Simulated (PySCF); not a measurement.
**A PySCF run on SrN⁺**

State: ³Σ⁻ (triplet), unpaired electrons π ↑↑.

An equivalent input (the run itself took its basis sets from the Basis Set Exchange, started from a PBE0 density and held the occupation σ 5α 5β, πx 2α 1β, πy 2α 1β):

```python
from pyscf import gto, dft
mol = gto.M(atom='Sr 0 0 0; N 0 0 2.345', basis={'Sr': 'def2-SVP', 'N': 'def2-SVP'}, ecp={'Sr': 'def2-SVP'},
            charge=1, spin=2, verbose=4, symmetry='C2v')
mf = dft.UKS(mol, xc='B3LYP')
mf.grids.atom_grid = (80, 434)
mf.grids.prune = dft.gen_grid.treutler_prune
mf.irrep_nelec = {'A1': (5, 5), 'B1': (2, 1), 'B2': (2, 1)}
mf.conv_tol = 1e-9
mf.max_cycle = 60
mf.diis_space = 10
mf.kernel()
```

The log (some set-up lines and the per-cycle HOMO/LUMO lines removed):

```
******** <class 'pyscf.dft.uks_symm.SymAdaptedUKS'> ********
method = SymAdaptedUKS
damping factor = 0
level_shift factor = 0
DIIS = <class 'pyscf.scf.diis.CDIIS'>
diis_start_cycle = 1
diis_space = 10
diis_damp = 0
SCF conv_tol = 1e-09
SCF conv_tol_grad = None
SCF max_cycles = 60
number electrons alpha = 9  beta = 7
Set gradient conv threshold to 3.16228e-05
init E= -85.0717316495913
cycle= 1 E= -85.0721419956184  delta_E= -0.00041  |g|= 0.00429  |ddm|= 0.0739
cycle= 2 E= -85.0721608735517  delta_E= -1.89e-05  |g|= 0.00184  |ddm|= 0.0157
cycle= 3 E= -85.0721641231617  delta_E= -3.25e-06  |g|= 0.00117  |ddm|= 0.00796
cycle= 4 E= -85.0721651528976  delta_E= -1.03e-06  |g|= 0.000479  |ddm|= 0.0026
cycle= 5 E= -85.0721657385584  delta_E= -5.86e-07  |g|= 0.000265  |ddm|= 0.00426
cycle= 6 E= -85.0721658839547  delta_E= -1.45e-07  |g|= 5.04e-05  |ddm|= 0.00194
cycle= 7 E= -85.072165897839  delta_E= -1.39e-08  |g|= 1.83e-05  |ddm|= 0.000902
cycle= 8 E= -85.072165898398  delta_E= -5.59e-10  |g|= 1.88e-06  |ddm|= 8.03e-05
Extra cycle  E= -85.0721658984108  delta_E= -1.29e-11  |g|= 3.47e-06  |ddm|= 2.45e-05
converged SCF energy = -85.0721658984108  <S^2> = 2.0229635  2S+1 = 3.0152701
```

Repeating this along the bond gives Re = 2.355 Å and ωe = 438 cm⁻¹.

A point of this curve took 0.58 CPU seconds beside 0.053 for the integrals, on Intel Xeon Platinum 8488C (shared host).

Spin–orbit coupling is left out. The state is the lowest determinant that a PBE0 search found; another state may lie lower at other levels.
